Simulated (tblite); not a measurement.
Species: C2H13NSSi4.
SMILES with atom numbers: `[SiH3:1][N:2]([SiH3:3])[Si@H:4]1[CH2:5][CH2:6][SiH2:7][S:8]1` (hydrogens: H9, H10, H11 on Si1; H12, H13, H14 on Si3; H15 on Si4; H16, H17 on C5; H18, H19 on C6; H20, H21 on Si7)

Computed geometry: GFN2-xTB, gas phase.

Task: List the bond lengths, angles and torsions at this level.

Result: 
```tsv
bond	length (bohr)	order
Si1–N2, N2–Si3	3.306	single
N2–Si4	3.268	single
Si4–C5	3.585	single
C5–C6	2.886	single
C6–Si7	3.596	single
Si7–S8	4.063	single
Si4–S8	4.071	single
Si1–H9, Si1–H11, Si3–H12	2.769	single
Si1–H10, Si3–H13, Si3–H14	2.755	single
Si4–H15	2.779	single
C5–H16	2.060	single
C5–H17	2.063	single
C6–H18	2.062	single
C6–H19	2.064	single
Si7–H20	2.760	single
Si7–H21	2.753	single
```

Bonds in one row agree within 0.02 bohr and their mean is given. Orders are formal, as drawn. A selection of angles:
```tsv
angle	degrees
Si1–N2–Si3	122.3
Si1–N2–Si4	118.4
Si3–N2–Si4	118.6
N2–Si4–C5	113.1
N2–Si4–S8	112.3
C5–Si4–S8	102.6
Si4–C5–C6	109.9
C5–C6–Si7	110.3
C6–Si7–S8	103.2
Si4–S8–Si7	95.3
```

Torsions: Si1–N2–Si4–C5 30°; N2–Si4–C5–C6 160° (antiperiplanar); Si4–C5–C6–Si7 -48° (synclinal); C5–C6–Si7–S8 34° (synclinal); C6–Si7–S8–Si4 -8° (synperiplanar); N2–Si4–S8–Si7 -136° (anticlinal).

Si7 (SiH2 silicon) is distorted tetrahedral (angles from 103.2° to 112.8°). The 3 N–Si bonds span 1.729 Å (N2–Si4, drawn single) to 1.753 Å (N2–Si3, drawn single), a spread of 0.024 Å. S8 (sulfur bonded to 2 Si) is bent (angle 95.3°). Si4 (SiH silicon) is distorted tetrahedral (angles from 102.6° to 113.1°). N2 (nitrogen bridging silicon atoms) is planar (angles 122.3°, 118.6° and 118.4°, sum 359.3°, 0.08 Å off the plane of its three neighbours). Si1 (SiH3 silicon) is tetrahedral (angles from 107.8° to 111.1°). The 5-membered ring Si4–C5–C6–Si7–S8 has internal angles of 95.3° to 110.3°; it is puckered, 0.20 Å rms from its mean plane, widest ring torsion 48°.

Point group: C1 (no symmetry element, even within 0.4 Å). GFN2-xTB frequencies show an imaginary mode (48i cm⁻¹), so the point is no minimum at that level. 3 starts were optimised and ended at 0.00, 0.17 and 0.17 kcal/mol (GFN2-xTB); the lowest of these is shown.
